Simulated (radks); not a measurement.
Valence configurations of the silicon ion Si2+ (all share [Ne]). All-electron calculation, scalar-relativistic Kohn-Sham, r2SCAN, spin-polarised, spherical densities, finite nucleus; open shells are filled with parallel spins first; meta-GGA in the generalised Kohn-Sham scheme; Fermi nuclear charge, rms radius 3.1224 fm. Program: a radial shooting solver on a logarithmic mesh with Libxc functionals. Energies are relative to 3s2; eigenvalues in eV for spin up.

| valence | E (eV) | moment (Bohr magnetons) | e(3p) | e(3s) |
|---|---|---|---|---|
| 3s2 | 0.000 | 0 | - | -28.718 |
| 3s1 3p1 | 6.139 | 2 | -22.207 | -30.894 |
| 3s1.5 3p0.5 | 3.701 | 1 | -21.407 | -30.007 |
| 3s0.5 3p1.5 | 10.473 | 2 | -22.500 | -31.142 |
| 3p2 | 14.777 | 2 | -22.761 | - |

NIST lists [Ne] 3s2 as the ground configuration; this level of theory agrees among the configurations tried. The energies are those of spherical high-spin densities, not of single terms.
